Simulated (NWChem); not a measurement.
# CH$_{5}$NTe; SMILES [Te](N)C

```xyz
8

Te     0.3691     0.0390     0.0000
C     -0.9421    -1.6795     0.0000
H     -1.5668    -1.6864    -0.9029
H     -1.5668    -1.6864     0.9029
H     -0.2991    -2.5722     0.0000
N     -0.9916     1.5618     0.0000
H     -1.5831     1.5306     0.8281
H     -1.5831     1.5306    -0.8281
```
Atoms are numbered in this order, from 1.

Results from NWChem. Structure relaxed at the PBE0/def2-SVP level. def2 effective core potentials on Te; no spin-orbit coupling. Level r2SCAN/def2-SVP: energy and gradient on several grids; changes count from the extra-fine grid, which is no exact limit either.

| grid | size of the energy change (μHa) | largest change of a gradient component (μHa/bohr) | time, medium = 1 (rough) |
|---|---|---|---|
| xcoarse | 500 | 3000 | about 1 |
| coarse | 90 | 400 | about 1 |
| medium | 200 | 100 | about 1 |
| fine | < 10 | < 30 | about 1 |
| xfine | < 10 | < 30 | 2 |
